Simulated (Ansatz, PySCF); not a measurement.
C$_{4}$H$_{12}$InN (SMILES C[CH2][InH][N](C)C), singlet, at a GFN2-xTB geometry (such geometries of metal compounds can be far from the true shape) (all electrons, no relativity), with bond 16-12 at 1.4 times its length. Base run: CASSCF(4,5)/STO-3G (PySCF).

The PySCF input:
```python
from pyscf import gto, scf, mcscf
import numpy

mol = gto.Mole()
mol.atom = '''
    In   -0.378730   -0.122622   -0.237744
    H    -1.955634    0.274706   -0.910245
    C     1.162692   -1.491331   -1.169062
    C     0.606706   -2.174898   -2.407469
    H     1.479156   -2.222965   -0.422062
    H     2.022586   -0.863927   -1.416679
    H     0.275653   -1.438241   -3.141350
    H    -0.247743   -2.803792   -2.153777
    H     1.365809   -2.805250   -2.876088
    N     0.145060    1.294320    1.181258
    C     1.319232    1.107437    1.995128
    C    -0.891366    2.039674    1.851329
    H     1.809582    2.071350    2.186307
    H     1.091936    0.649733    2.971807
    H     2.025970    0.463350    1.461990
    H    -1.247238    1.451031    3.232023
    H    -0.575630    3.080824    2.000917
    H    -1.787333    2.037947    1.222742
'''
mol.basis = 'sto-3g'
mol.charge = 0
mol.spin = 0
mol.verbose = 4
mol.build()

mf = scf.RHF(mol)
mf.kernel()
mc = mcscf.CASSCF(mf, 5, 4)
mc.fix_spin_(ss=0.0)
mc.kernel()
occ = numpy.linalg.eigvalsh(mc.fcisolver.make_rdm1(mc.ci, mc.ncas, mc.nelecas))[::-1]
ss = mc.fcisolver.spin_square(mc.ci, mc.ncas, mc.nelecas)[0]
print('natural occupations', occ.round(4), ' <S^2>', round(ss, 4))
```

Programs used: Ansatz (a first-principles code), PySCF; a row that names a program was run with it.

Variants of this job, named by their change:

```csv
change,ΔE vs base (mEh),natural occupations,<S^2> of the state
base,0.000,1.97 1.91 0.09 0.03 0.00,0.00
fix_spin_ = off,0.000,1.97 1.91 0.09 0.03 0.00,0.00
code = ansatz,-1.722,-,-
state_average = 2 states,39.738,-,-
"active space = 2 electrons, 3 orbitals",43.745,1.98 0.02 0.00,0.00
solver = newton,0.000,1.97 1.91 0.09 0.03 0.00,0.00
"active space = 6 electrons, 5 orbitals",28.695,2.00 1.98 1.97 0.04 0.02,0.00
"active space = 2 electrons, 4 orbitals",15.561,1.91 0.09 0.00 0.00,0.00
orbitals = fixed (CASCI),47.267,1.99 1.99 0.01 0.01 0.00,0.00
"active space = 2 electrons, 2 orbitals",44.434,1.98 0.02,0.00
"code = ansatz; correction = SC-NEVPT2, all electrons",-273.0,-,-
```

Active orbitals are taken around the Fermi level unless the row says otherwise; CASSCF can end in different local minima, and two programs can end on different orbitals. State-averaged rows give the lowest state.

Ansatz warned in this series: other orbitals give a lower active-space energy.
